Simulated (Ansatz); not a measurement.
`OB(S)S` + H₂S → `SB(S)S` + H₂O  (ligand exchange at a B–O bond)

Gas-phase electronic energies from Ansatz, PBE0-D4/def2-TZVP geometries. CBS: MP2 limit from def2 TZ/QZ plus the TZ coupled-cluster correction, frozen cores. This one scheme is used for every species. DFT in def2-TZVPP. B3LYP here is the variant with VWN-RPA as its local correlation; programs differ in this. Each species was taken in one conformer, which may not be the lowest.

(1) Is it downhill or uphill in electronic energy at CCSD(T)/CBS, and by how much? (Estimate.)

(2) What do these levels give: PBE-D4, r2SCAN-D4, B3LYP-D4, ωB97M-V, B2PLYP, PBE, r2SCAN, PBE0, B3LYP, SCS-MP2/def2-QZVPP, HF/CBS(def2), MP2/CBS(def2)? (Best estimate.)

Largest T1 diagnostic among the species: 0.013.

Answers

(1) Ansatz gave: Uphill: ΔE = +11.0 kcal/mol.

(2) The calculation gave: PBE-D4 10.3, r2SCAN-D4 12.3, B3LYP-D4 12.7, ωB97M-V 13.3, B2PLYP 13.3, PBE 11.4, r2SCAN 12.5, PBE0 11.9, B3LYP 14.5, SCS-MP2/def2-QZVPP 11.4, HF/CBS(def2) 17.6, MP2/CBS(def2) 9.2 kcal/mol.

In def2-TZVPP, CCSD(T) changes the Hartree–Fock value by −5.1 kcal/mol (the triples alone add −1.0 kcal/mol) and MP2 by −6.9 kcal/mol. The D4 term adds −1.8 kcal/mol with B3LYP and −0.9 kcal/mol with PBE0; it sums over pairs of atoms, weighted by their polarisabilities, and B3LYP, whose exchange is more repulsive, gets the larger term.
